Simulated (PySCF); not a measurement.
## Calculated data, AlBH$_{5}$NSi

All values are calculated (PySCF 2.14.0). Calculation on a computer-drawn molecule: the log of a Hartree-Fock and frozen-core CCSD(T) single point meant for a local Hartree-Fock minimum, with one planted fault or none, to be diagnosed. Offsets are logged minus clean, where the clean run is the same molecule without the fault. The reference is restricted for singlets and unrestricted otherwise, and also for a bond in bohr or an excited solution. Adding or removing an electron swaps singlet and doublet. The excited solution moves the top pair (singlet) or top alpha electron (doublet) to the lowest empty orbital. Highest occupied and lowest empty are orbital energies over both spins, largest force is the largest gradient component, triples share is (T) over the correlation energy, the T1 limit is 0.02 restricted and 0.045 unrestricted, electrons count all cores, a negative frequency is imaginary (commonest isotopes), and the dipole is about the centre of nuclear charge.

```xyz
9
formula=AlBH5NSi meant_charge=0 meant_multiplicity=1 meant_basis=cc-pV(D+d)Z logged_electrons=44 logged_basis_functions=99 logged_SCF_converged=yes logged_spin_squared=2.0192 logged_highest_occupied=-6.0512 logged_lowest_empty=0.57681 logged_largest_force=0.010388 logged_T1_diagnostic=0.027039 logged_D1_diagnostic=0.11694 logged_triples_share=0.031357 logged_CC_converged=yes logged_dipole_magnitude=1.206 logged_SCF_stable_within_its_kind=yes logged_energy_HF=-612.88311 logged_energy_CCSD(T)=-613.33533 possible_faults=no_fault,one_electron_removed,one_electron_added,multiplicity_raised_by_two,geometry_at_a_saddle_point,SCF_held_on_an_excited_solution,minimal_basis_STO-3G,one_bond_length_entered_in_bohr,all_coordinates_scaled planted_fault=multiplicity_raised_by_two HF_energy_offset_from_clean_run=12.72 CCSD(T)_energy_offset_from_clean_run=23.33
Al     0.4322    -1.4768     3.5213
B      1.3538    -0.6239     1.6508
N      1.7329    -1.3625     0.5038
Si     2.4463    -0.6816    -0.9428
H      1.5691     0.5732     1.5592
H      1.5869    -2.3546     0.5018
H      3.7237    -0.0022    -0.6395
H      1.5365     0.2932    -1.5815
H      2.6986    -1.7996    -1.8821
```

Units: logged_highest_occupied, logged_lowest_empty in eV; logged_largest_force in hartree/bohr; logged_dipole_magnitude in debye; logged_energy_HF, logged_energy_CCSD(T) in hartree; HF_energy_offset_from_clean_run, CCSD(T)_energy_offset_from_clean_run in kcal/mol.

Drawn bonds:
```csv
atom,other atom,order
1,2,1
2,3,1
3,4,1
2,5,1
3,6,1
4,7,1
4,8,1
4,9,1
```
